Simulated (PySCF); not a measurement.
## BeCl, MP2: how much the basis matters

PySCF, UHF reference; doublet, unpaired electrons σ ↑; De to Be + Cl without counterpoise correction. Frozen cores follow the default of each basis and core potential.

```csv
basis,relativity,functions,Re (Å),ωe (cm⁻¹),De (eV),frozen orbitals
3-21G,no relativity,22,1.864,794,3.42,5
def2-SVP,no relativity,27,1.844,821,3.90,5
pcseg-2,no relativity,49,1.802,867,4.29,5
def2-TZVPP,no relativity,61,1.822,826,4.17,5
cc-pVTZ/cc-pV(T+d)Z,no relativity,69,1.800,856,4.39,5
```

Task: How does each smaller set differ from the one with most functions, cc-pVTZ/cc-pV(T+d)Z?

Result: 3-21G: +6.4 pm, -7.2 % in ωe, -0.97 eV in De; def2-SVP: +4.4 pm, -4.1 % in ωe, -0.49 eV in De; pcseg-2: +0.2 pm, +1.3 % in ωe, -0.10 eV in De; def2-TZVPP: +2.2 pm, -3.5 % in ωe, -0.22 eV in De. All at MP2; the set with most functions is neither the basis-set limit nor always the best.

Correlated steps freeze 5 core orbitals. Correlated levels converge slowly with the basis: in double zeta they bind strong bonds too weakly, by up to about 1 eV, and carry superposition errors of some tenths. 3-21G is very small, so such numbers show the basis as much as the molecule. The state is the lowest determinant that a PBE0 search found; another state may lie lower at other levels.
